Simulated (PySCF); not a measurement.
## SmCl3(NH3) at several levels of theory

Computed with PySCF 2.14.0 (density fitting, no spin-orbit coupling) at the geometry relaxed with PBE0:

```xyz
8
SmCl3(NH3) (singlet in the valence; each metal's 4f electrons, 5 of them, lie in its core potential, out of spins and levels)
Sm    0.0380   -0.0380    0.0380
Cl    1.1804    1.9268    1.1804
Cl   -1.9268   -1.1804    1.1804
Cl    1.1804   -1.1804   -1.9268
N    -1.4185    1.4185   -1.4185
H    -2.0287    2.0287   -0.8699
H    -0.8699    2.0287   -2.0287
H    -2.0287    0.8699   -2.0287
```

```csv
level,basis,state,HOMO (eV),gap (eV),charge on Sm1 (e),population of f-type functions on Sm1 (polarisation alone where 4f lies in the core),dipole about the centre of mass (D),largest force component (eV/Å)
PBE0,"Sm lcecp-1-SVP with ECP51, Cl def2-SVP, N def2-SVP, H def2-SVP",singlet,-8.39,7.24,0.85,0.06,5.16,0.01
wB97X,the same,singlet,-10.76,11.32,0.86,0.06,5.15,0.08
```

In the lcecp rows the 4f levels are missing from HOMO and gap, and the state counts the valence alone.

Charges are Mulliken's, which hang on the basis. The relaxation used the grid (50, 194), these runs (75, 302) or, all-electron (x2c bases, spin-free X2C Hamiltonian), (99, 590).

Problem. What does TPSS with Sm lcecp-1-SVP with ECP51, Cl def2-SVP, N def2-SVP, H def2-SVP give here?

Solution. state singlet, HOMO (eV) -7.14, gap (eV) 5.54, charge on Sm1 (e) 0.80, population of f-type functions on Sm1 (polarisation alone where 4f lies in the core) 0.05, dipole about the centre of mass (D) 5.12, largest force component (eV/Å) 0.17. Time: 38 s on 2 threads of Intel(R) Xeon(R) Processor @ 2.50GHz (Skylake/Cascade Lake) (shared host), from an already converged density.

In the first row's basis the gap widens with exact exchange: 5.5 eV for TPSS (none); 7.2 eV for PBE0 (a fixed share); 11.3 eV for wB97X (rising or full at long range).

An lcecp potential fixes the number of 4f electrons, so in runs with it no electron can move into or out of that shell.
